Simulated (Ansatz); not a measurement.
Gas-phase reaction in SMILES: C[SiH](C)C -> C[Si](C)C + H atom (the H-Si bond at the site shown breaks; other sites are not compared here)
Each molecule is optimised on its own at B3LYP-D3(BJ)/def2-TZVP (Ansatz, an electronic-structure program). Frequencies are from Ansatz.
Geometry of the first species:
SMILES: C[SiH](C)C
```xyz
14

Si     0.0839    -0.0328     0.3680
C      1.6437    -0.3337    -0.6338
C     -1.2241    -1.3084    -0.0671
C     -0.5677     1.7000     0.0512
H      0.4134    -0.1615     1.8143
H      2.4215     0.3905    -0.3820
H      2.0455    -1.3325    -0.4498
H      1.4412    -0.2475    -1.7043
H     -0.8673    -2.3224     0.1259
H     -1.4931    -1.2448    -1.1244
H     -2.1338    -1.1577     0.5181
H     -0.8214     1.8334    -1.0034
H     -1.4670     1.8980     0.6383
H      0.1753     2.4562     0.3137
```
Charge 0, spin multiplicity 1.

Property: bond dissociation energy (0 K, with B3LYP-D3(BJ) harmonic zero-point energies), in eV. Correlated levels leave the core frozen unless marked. Open shells are spin-unrestricted. Spin-orbit coupling is left out. Non-relativistic unless marked X2C. Basis-set limits of correlation are two-point, X^-3; Hartree-Fock from the larger set.

```csv
level,program,bond dissociation energy (eV)
BLYP-D4/def2-TZVPD,Ansatz + dftd4,3.84
revPBE-D4/def2-TZVPD,Ansatz + dftd4,(withheld)
PBE0/6-31G*,Ansatz,3.81
PBE0-D3(BJ)/def2-TZVPD,Ansatz + dftd3,3.80
PBE0-D4/def2-TZVP,Ansatz + dftd4,3.81
PBE0/def2-TZVP,Ansatz,3.80
r2SCANh-D4/def2-TZVPD,Ansatz + dftd4,(withheld)
LC-wPBE/def2-TZVPD,Ansatz,3.84
B2GP-PLYP-D3(BJ)/def2-TZVPD,Ansatz + dftd3,(withheld)
X2C-CCSD(T)/cc-pVTZ-DK,Ansatz,(withheld)
"CCSD(T)/CBS(cc-pV(T+d)Z,cc-pV(Q+d)Z)",Ansatz,4.04
```

Complete the blanks.


- revPBE-D4/def2-TZVPD, bond dissociation energy (eV): 3.69
- r2SCANh-D4/def2-TZVPD, bond dissociation energy (eV): 3.83
- B2GP-PLYP-D3(BJ)/def2-TZVPD, bond dissociation energy (eV): 3.93
- X2C-CCSD(T)/cc-pVTZ-DK, bond dissociation energy (eV): 3.96
